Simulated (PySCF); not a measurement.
tert-butylthiol (C₄H₁₀S), SMILES CC(S)(C)C.

Coordinates come from a PBE0-D3(BJ)/def2-SVP optimisation. Other conformers were not sampled.

Calculation: PySCF with PBE0-D3(BJ)/def2-SVP.

Frequencies are harmonic and unscaled.

Computed vibrational spectrum:
| mode | ν (cm⁻¹) | IR (km/mol) | Raman (Å⁴/amu) | depolarisation | moving atoms (share of kinetic energy) |
|---|---|---|---|---|---|
| 1 | 210 | 10.2 | 3.6 | 0.75 | H 98 % |
| 2 | 259 | 8.3 | 3.4 | 0.75 | H 95 % |
| 3 | 285 | 0.2 | 0.0 | – | H 93 % |
| 4 | 286 | 0.8 | 0.3 | 0.73 | H 50 %, C 34 %, S 16 % |
| 5 | 300 | 0.2 | 0.3 | 0.72 | H 79 %, C 19 % |
| 6 | 304 | 2.3 | 0.7 | 0.75 | C 47 %, H 37 %, S 16 % |
| 7 | 369 | 0.5 | 1.6 | 0.44 | S 37 %, C 32 %, H 30 % |
| 8 | 397 | 0.9 | 0.4 | 0.59 | C 57 %, H 41 % |
| 9 | 403 | 0.7 | 0.3 | 0.75 | C 58 %, H 37 % |
| 10 | 606 | 3.2 | 15.2 | 0.17 | C 54 %, H 23 %, S 23 % |
| 11 | 846 | 0.8 | 9.0 | 0.55 | C 60 %, H 38 % |
| 12 | 881 | 3.4 | 11.3 | 0.74 | H 85 %, C 12 % |
| 13 | 941 | 0.4 | 4.2 | 0.75 | H 64 %, C 36 % |
| 14 | 950 | 0.6 | 4.4 | 0.75 | H 62 %, C 38 % |
| 15 | 955 | 0.0 | 0.0 | – | H 82 %, C 18 % |
| 16 | 1040 | 0.2 | 3.3 | 0.75 | H 68 %, C 32 % |
| 17 | 1049 | 2.2 | 4.4 | 0.75 | H 71 %, C 28 % |
| 18 | 1193 | 38.9 | 5.7 | 0.60 | C 57 %, H 43 % |
| 19 | 1253 | 3.8 | 2.4 | 0.75 | C 67 %, H 33 % |
| 20 | 1265 | 0.4 | 2.8 | 0.72 | C 65 %, H 35 % |
| 21 | 1381 | 13.9 | 2.2 | 0.71 | H 72 %, C 28 % |
| 22 | 1381 | 15.1 | 3.0 | 0.75 | H 73 %, C 27 % |
| 23 | 1404 | 2.3 | 0.3 | 0.12 | H 79 %, C 21 % |
| 24 | 1442 | 0.0 | 0.2 | 0.75 | H 96 % |
| 25 | 1450 | 0.2 | 24.1 | 0.75 | H 97 % |
| 26 | 1455 | 0.2 | 23.7 | 0.75 | H 97 % |
| 27 | 1469 | 10.4 | 9.6 | 0.75 | H 94 % |
| 28 | 1471 | 8.4 | 8.5 | 0.75 | H 94 % |
| 29 | 1485 | 9.0 | 0.0 | – | H 95 % |
| 30 | 2707 | 7.0 | 115.8 | 0.29 | H 97 % |
| 31 | 3042 | 15.8 | 3.8 | 0.75 | H 97 % |
| 32 | 3046 | 26.7 | 128.7 | 0.03 | H 97 % |
| 33 | 3053 | 16.0 | 248.9 | 0.00 | H 97 % |
| 34 | 3134 | 0.3 | 16.2 | 0.75 | H 91 %, C 9 % |
| 35 | 3138 | 32.6 | 113.9 | 0.75 | H 91 %, C 9 % |
| 36 | 3149 | 15.4 | 82.7 | 0.75 | H 91 %, C 9 % |
| 37 | 3157 | 6.2 | 34.3 | 0.75 | H 90 %, C 10 % |
| 38 | 3162 | 11.7 | 63.3 | 0.75 | H 90 %, C 10 % |
| 39 | 3163 | 16.5 | 81.1 | 0.73 | H 91 %, C 9 % |
